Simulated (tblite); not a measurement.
Species: C6H4ClO2 (doublet state).
SMILES with atom numbers: `[OH:1][c:2]1[cH:3][c:4][c:5]([Cl:6])[cH:7][c:8]1[OH:9]` (hydrogens: H10 on O1; H11 on C3; H12 on C7; H13 on O9)

Computed geometry: GFN2-xTB, gas phase. This method treats the open shell by occupation alone, without spin polarisation.

Q: What internal coordinates does the optimisation give?

A: 
```tsv
bond	length (bohr)	order
O1–C2	2.556	single
C2–C3	2.637	aromatic
C3–C4	2.571	aromatic
C4–C5	2.573	aromatic
C5–Cl6	3.263	single
C5–C7	2.641	aromatic
C7–C8	2.613	aromatic
C8–O9	2.596	single
C2–C8	2.654	aromatic
O1–H10	1.829	single
C3–H11	2.036	single
C7–H12	2.042	single
O9–H13	1.820	single
```

Orders are formal, as drawn. A selection of angles:
```tsv
angle	degrees
C2–O1–H10	108.0
O1–C2–C3	120.5
O1–C2–C8	120.9
C3–C2–C8	118.7
C2–C3–C4	118.0
C2–C3–H11	119.2
C4–C3–H11	122.8
C3–C4–C5	125.1
C4–C5–Cl6	123.2
C4–C5–C7	117.4
Cl6–C5–C7	119.4
C5–C7–C8	119.7
C5–C7–H12	119.5
C8–C7–H12	120.9
C7–C8–O9	122.7
C2–C8–C7	121.1
C2–C8–O9	116.1
C8–O9–H13	109.7
```

Dihedral angles: H10–O1–C2–C3 180° (antiperiplanar); H13–O9–C8–C7 0° (synperiplanar).

C5 (carbon bonded to 2 C and Cl) is planar (angles 123.2°, 119.4° and 117.4°, sum 360.0°, 0.00 Å off the plane of its three neighbours). C3 (carbon bonded to 2 C and H) is planar (angles 122.8°, 119.2° and 118.0°, sum 360.0°, 0.00 Å off the plane of its three neighbours). The 2 C–O bonds span 1.352 Å (O1–C2, drawn single) to 1.374 Å (C8–O9, drawn single), a spread of 0.022 Å. The 9 heavy atoms lie in one plane (0.000 Å rms). Of the pairs four or more bonds apart, those above aside, H12···H13 is among the closest relative to their van der Waals radii: 2.32 Å, 96 % of the sum of Bondi's values. C8 (carbon bonded to 2 C and O) is planar (angles 122.7°, 121.1° and 116.1°, sum 360.0°, 0.00 Å off the plane of its three neighbours). C2 (carbon bonded to 2 C and O) is planar (angles 120.9°, 120.5° and 118.7°, sum 360.0°, 0.00 Å off the plane of its three neighbours).

Point group: Cs (tolerance 0.08 Å). Its GFN2-xTB frequencies are all real (lowest 110 cm⁻¹). Torsions: H–O1–C2–C3 180°, C7–C8–O9–H 0°. 2 starts were optimised and ended at 0.00 and 5.22 kcal/mol (GFN2-xTB); the lowest of these is shown.

One conformer stands for the species.
